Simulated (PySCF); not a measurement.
## Bonding in `CC#CCC(F)(F)F`

Species: C5H5F3.
SMILES with atom numbers: `[CH3:1][C:2]#[C:3][CH2:4][C:5]([F:6])([F:7])[F:8]` (hydrogens: H9, H10, H11 on C1; H12, H13 on C4)

Cartesian coordinates in Å at the PBE0-D3(BJ)/def2-SVP level; atoms count from 1:
```
atom  x, y, z in Å
C1     2.6062    0.4228    0.9237
C2     1.3411    0.1351    0.2705
C3     0.2814   -0.0997   -0.2656
C4    -0.9922   -0.3800   -0.9084
C5    -2.1862   -0.1546   -0.0028
F6    -3.3174   -0.4245   -0.6636
F7    -2.2562    1.1078    0.4181
F8    -2.1493   -0.9413    1.0725
H9     2.4750    0.4976    2.0144
H10    3.0294    1.3753    0.5687
H11    3.3443   -0.3701    0.7271
H12   -1.1366    0.2581   -1.7951
H13   -1.0420   -1.4255   -1.2529
```

Bond orders from the PBE0/pcSseg-1 density (PySCF). Geometry: PBE0-D3(BJ)/def2-SVP; no solvent, vibrations or thermal averaging.

**Question.** Where do the orders between heavy atoms depart from those drawn in the SMILES?

**Answer.** The largest departure is 0.411, at C2–C3 (drawn triple, 2.589). Drawn single, order above 1.12: C1–C2 (1.229). Drawn double or triple, more than 0.30 short of the drawn order: C2–C3 (2.589).

**Question.** Set the Mayer orders of the bonds between heavy atoms beside their lengths.

**Answer.** 
```
 bond  drawn as  length (Å)  Mayer order
C1–C2    single       1.453        1.229
C2–C3    triple       1.211        2.589
C3–C4    single       1.454        1.079
C4–C5    single       1.515        1.041
C5–F6    single       1.338        0.995
C5–F7    single       1.333        1.021
C5–F8    single       1.333        1.021
```

By pair of heavy elements: C–C: lowest C4–C5 (1.041, 1.515 Å), highest C2–C3 (2.589, 1.211 Å). C–F: lowest C5–F6 (0.995, 1.338 Å), highest C5–F7 and C5–F8 (1.021, 1.333 Å). Bonds named together lie within 0.004.

**Question.** And the bonds to hydrogen?

**Answer.** C–H: 0.91 to 0.93 (5 bonds).

**Question.** Sum the orders of all bonds at each heavy atom with more than one neighbour and set the sums beside the valence in the SMILES.

**Answer.** C1 4.005 (drawn 4), C2 3.818 (drawn 4), C3 3.668 (drawn 4), C4 3.932 (drawn 4), C5 4.078 (drawn 4). Orders between atoms that aren't bonded are not in these sums.

The Mayer order sums products of elements of PS (density times overlap matrix) between the two atoms' basis functions, so it depends on the basis set.
